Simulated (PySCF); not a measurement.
## Technetium: a sound run and one with changed settings

Sound run: Tc⁺ [Kr] 4d5 5s1, Tc²⁺ [Kr] 4d5. Calculation: PySCF 2.14, in aug-cc-pVDZ-PP with ECP28MDF (5s5p4d2f, 54 functions); scalar relativity through the core potential. In the sound run the correlated levels freeze 4s2 4p6 outside the core potential. The sound run starts from symmetry-adapted Hartree-Fock orbitals and uses a fine grid where one is needed.

A second run was set up differently.

```json
{"species": "Tc⁺", "method": "MP2", "sound run (hartree)": "-79.70420", "changed run (hartree)": "-79.89740", "converged": "yes"}
{"species": "Tc²⁺", "method": "MP2", "sound run (hartree)": "-79.16267", "changed run (hartree)": "-79.34086", "converged": "yes"}
```

Ionisation energy of Tc⁺:

| method | sound run (eV) | changed run (eV) |
| --- | --- | --- |
| UHF | 14.215 | 14.215 |
| MP2 | 14.736 | 15.144 |
| SCS-MP2 | 14.389 | 14.807 |

Question: What was changed?
A. level shift left on
B. too few SCF iterations
C. minimal basis
D. all electrons correlated in a valence basis

Answer: D. A valence basis has no tight correlating functions, so it recovers only part of the core correlation, and not evenly between atom and ion.
